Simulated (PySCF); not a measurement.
Record of a relaxation.

Species: CH₇InOSi.
Bonds: Si1–C2, C2–O3, O3–In4. Hydrogens: H5, H6, H7 on Si1; H8, H9 on C2; H10, H11 on In4.

Method: PBE0-D3(BJ)/def2-SVP geometry optimisation, gas phase, def2 core potentials past Kr in PySCF 2.14.0; density fitting, grid level 1; the optimiser is geomeTRIC in internal coordinates, started from a GFN2-xTB structure with every atom displaced at random (about 0.01 Å). The frame can shift and turn from step to step; on so coarse a grid that alone can change the energy by a few meV, and forces under 0.02 eV/Å are noise.

Step 0: E = -16236.6188 eV, largest atomic force 1.029 eV/Å
```
atom  x, y, z in Å  |  force x, y, z in eV/Å
Si1    -1.072    0.961    0.481   -0.679  -0.250  -0.320
C2     -0.903   -0.895    0.190    0.915   0.006   0.470
O3      0.403   -1.305   -0.091    0.319   0.012   0.018
In4     2.142   -0.325   -0.240   -0.067   0.178   0.039
H5     -0.638    1.678   -0.755    0.083   0.122  -0.007
H6     -2.512    1.258    0.741   -0.040   0.187   0.078
H7     -0.239    1.375    1.626    0.228   0.159   0.275
H8     -1.517   -1.200   -0.652   -0.784  -0.128  -0.342
H9     -1.249   -1.436    1.095   -0.274   0.041  -0.116
H10     2.339    1.359   -0.047   -0.161   0.164   0.051
H11     3.284   -1.494   -0.579    0.457  -0.492  -0.146
```

Step 1: E = -16236.7083 eV, largest atomic force 0.363 eV/Å
```
atom  x, y, z in Å  |  force x, y, z in eV/Å
Si1    -1.302    1.176    0.560    0.228   0.185   0.110
C2     -1.033   -0.678    0.262   -0.165  -0.130  -0.177
O3      0.261   -1.115   -0.006    0.028   0.065   0.011
In4     2.055   -0.209   -0.135    0.145  -0.151  -0.032
H5     -0.846    1.967   -0.627   -0.026   0.010  -0.040
H6     -2.733    1.503    0.841   -0.049  -0.087  -0.025
H7     -0.477    1.634    1.728   -0.041  -0.010  -0.017
H8     -1.716   -0.962   -0.575    0.107   0.010   0.139
H9     -1.445   -1.208    1.148    0.016  -0.013  -0.014
H10     2.085    1.500    0.118    0.009  -0.131  -0.025
H11     3.246   -1.430   -0.490   -0.253   0.252   0.070
```

Step 2: E = -16236.7195 eV, largest atomic force 0.089 eV/Å
```
atom  x, y, z in Å  |  force x, y, z in eV/Å
Si1    -1.290    1.182    0.563    0.058   0.061   0.032
C2     -1.030   -0.677    0.260   -0.056  -0.013  -0.032
O3      0.263   -1.114   -0.007    0.015  -0.016  -0.006
In4     2.050   -0.211   -0.133    0.021   0.000  -0.009
H5     -0.847    1.979   -0.627   -0.018  -0.009   0.000
H6     -2.731    1.474    0.836   -0.017  -0.029  -0.014
H7     -0.478    1.645    1.735   -0.013  -0.009  -0.005
H8     -1.709   -0.962   -0.573    0.007   0.011   0.022
H9     -1.440   -1.209    1.145   -0.006   0.010   0.010
H10     2.099    1.486    0.110   -0.019   0.030   0.010
H11     3.209   -1.415   -0.486    0.029  -0.035  -0.008
```

Step 3: E = -16236.7205 eV, largest atomic force 0.025 eV/Å
```
atom  x, y, z in Å  |  force x, y, z in eV/Å
Si1    -1.288    1.186    0.565    0.019   0.014   0.008
C2     -1.028   -0.673    0.260    0.013   0.008  -0.001
O3      0.264   -1.114   -0.010    0.001  -0.019  -0.007
In4     2.057   -0.217   -0.137   -0.007   0.004   0.004
H5     -0.854    1.985   -0.626   -0.010   0.000   0.003
H6     -2.734    1.461    0.835   -0.004  -0.012  -0.007
H7     -0.482    1.652    1.739   -0.007  -0.001   0.002
H8     -1.710   -0.957   -0.571   -0.006   0.004  -0.004
H9     -1.438   -1.204    1.146    0.001   0.006   0.007
H10     2.091    1.480    0.113   -0.006   0.009   0.002
H11     3.219   -1.421   -0.490    0.007  -0.014  -0.005
```

Step 4: E = -16236.7210 eV, largest atomic force 0.041 eV/Å
```
atom  x, y, z in Å  |  force x, y, z in eV/Å
Si1    -1.288    1.190    0.567   -0.007  -0.013  -0.007
C2     -1.024   -0.669    0.260    0.038   0.013   0.010
O3      0.267   -1.115   -0.012   -0.019  -0.024  -0.005
In4     2.061   -0.224   -0.140    0.001   0.012   0.000
H5     -0.863    1.994   -0.623    0.000   0.006   0.002
H6     -2.739    1.445    0.833    0.002   0.001   0.000
H7     -0.490    1.660    1.744   -0.001   0.003   0.004
H8     -1.707   -0.951   -0.569   -0.009   0.001  -0.007
H9     -1.433   -1.198    1.148    0.000   0.003   0.002
H10     2.088    1.474    0.115    0.001  -0.004   0.000
H11     3.222   -1.428   -0.499   -0.004   0.003   0.000
```

Step 5: E = -16236.7211 eV, largest atomic force 0.031 eV/Å
```
atom  x, y, z in Å  |  force x, y, z in eV/Å
Si1    -1.287    1.190    0.568   -0.011  -0.012  -0.006
C2     -1.021   -0.668    0.260    0.028   0.013   0.005
O3      0.268   -1.117   -0.015   -0.013  -0.019  -0.006
In4     2.062   -0.225   -0.144   -0.001   0.008   0.004
H5     -0.866    1.998   -0.621    0.003   0.004   0.002
H6     -2.740    1.438    0.832    0.002   0.003   0.002
H7     -0.493    1.663    1.747    0.000   0.003   0.003
H8     -1.707   -0.949   -0.567   -0.006   0.000  -0.002
H9     -1.430   -1.195    1.149    0.000   0.000   0.000
H10     2.086    1.472    0.119    0.001  -0.004  -0.002
H11     3.223   -1.429   -0.506   -0.004   0.004  -0.001
```

Step 6: E = -16236.7213 eV, largest atomic force under 0.02 eV/Å
```
atom  x, y, z in Å  |  force x, y, z in eV/Å
Si1    -1.285    1.190    0.570   -0.007  -0.002  -0.002
C2     -1.017   -0.668    0.261    0.001   0.008   0.001
O3      0.269   -1.122   -0.018    0.001  -0.007  -0.006
In4     2.061   -0.226   -0.147   -0.002   0.002  -0.001
H5     -0.867    2.002   -0.618    0.004   0.000   0.001
H6     -2.739    1.432    0.832    0.001   0.002   0.003
H7     -0.495    1.666    1.750    0.000   0.000   0.001
H8     -1.708   -0.947   -0.564    0.000  -0.002   0.004
H9     -1.425   -1.193    1.152    0.000  -0.003  -0.001
H10     2.080    1.470    0.124    0.002  -0.002   0.000
H11     3.223   -1.425   -0.519   -0.001   0.004   0.000
```

**Question.** Summarise the path.

**Answer.** The energy falls by 0.1025 eV from step 0 to step 6; nine tenths of that is first reached at step 2. It falls at every step. The largest force goes from 1.029 to under 0.02 eV/Å. Among the bonds In4–H11 changes most, from 1.669 to 1.711 Å; the atoms move by 0.103 Å rms after alignment.

**Question.** Follow the three bonds and two angles with the largest change from start to end.

**Answer.** 
| step | E above end (eV) | largest force (eV/Å) | In4–H11 (Å) | C2–H8 (Å) | Si1–H7 (Å) | O3–In4–H10 (°) | H10–In4–H11 (°) |
| --- | --- | --- | --- | --- | --- | --- | --- |
| 0 | 0.1025 | 1.029 | 1.669 | 1.086 | 1.475 | 125.1 | 129.5 |
| 1 | 0.0130 | 0.363 | 1.741 | 1.117 | 1.502 | 116.8 | 135.3 |
| 2 | 0.0018 | 0.089 | 1.708 | 1.112 | 1.499 | 117.5 | 135.0 |
| 3 | 0.0007 | 0.025 | 1.710 | 1.111 | 1.498 | 116.8 | 135.5 |
| 4 | 0.0003 | 0.041 | 1.711 | 1.111 | 1.498 | 116.3 | 135.8 |
| 5 | 0.0001 | 0.031 | 1.711 | 1.111 | 1.498 | 116.2 | 135.9 |
| 6 | 0.0000 | under 0.02 | 1.711 | 1.111 | 1.498 | 116.1 | 135.9 |

The cost below is that of the whole optimisation. On an Arm Neoverse V2 with one thread, no GPU (shared host), this took 28 s wall and 0.45 GiB of memory at its peak.
